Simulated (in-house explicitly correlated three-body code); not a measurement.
Results of a calculation; reference values are marked as such.
## Taking the two-electron ground state apart, Z = 3.26

A variational code in 260 exponentially correlated functions gives, for two electrons around a point charge Z = 3.26 (non-relativistic, fixed nucleus, atomic units): E = -8.7452182, <1/r> = 2.947865 per electron, <1/r12> = 1.729647. From its density, U = 3.627505 (Hartree energy) and T_s = 8.704866 (kinetic energy of the doubly filled orbital √(n/2)). Further, <r²> = 0.3684 per electron, <r12²> = 0.763243 and <p1·p2> = 0.323077.

Check the virial theorem, and compare with the screened hydrogenic estimate.

V = −2Z<1/r> + <1/r12> = -19.220080 + 1.729647 = -17.490433, and 2E = -17.490436, so T = −E = 8.745218. A product of 1s orbitals with exponent Z − 5/16 = 2.9475 gives −2.9475² = -8.68776, which is 57.5 millihartree too high.

Find the exchange and correlation energies of density-functional theory.

For two electrons in one orbital E_x = −U/2 = -1.813753. The potential part of correlation is U_c = <1/r12> − U − E_x = -0.084106, the kinetic part T_c = T − T_s = 0.040352, and E_c = T_c + U_c = -0.043753 hartree. Restricted Hartree-Fock gives -8.701477, so the correlation energy of wave-function theory is -0.043741.

What do the second moments say about angular correlation and diamagnetism?

From r12² = r1² + r2² − 2 r1·r2, <r1·r2> = <r²> − <r12²>/2 = -0.01322 bohr². It vanishes for a product of s orbitals, and its negative sign shows that the electrons favour opposite sides of the nucleus. The Langevin susceptibility is −0.79199e-6 × 2<r²> = -0.5835e-6 cm³/mol.

How does a model nuclear mass of 6.5 u change the ionisation energy, to first order in m/M (1 hartree = 27.211386 eV)?

m/M = 1/(6.5 × 1822.8885) = 8.43969e-05. With a fixed nucleus the second electron is bound by −Z²/2 − E = 3.431418 hartree = 93.3736 eV. The reduced mass scales this by 1 − m/M, a change of -7.880 meV. The mass-polarisation term raises the two-electron state by (m/M)<p1·p2> = 27.27 microhartree, a further -0.742 meV. The sum is 93.3650 eV, before relativistic and QED terms.
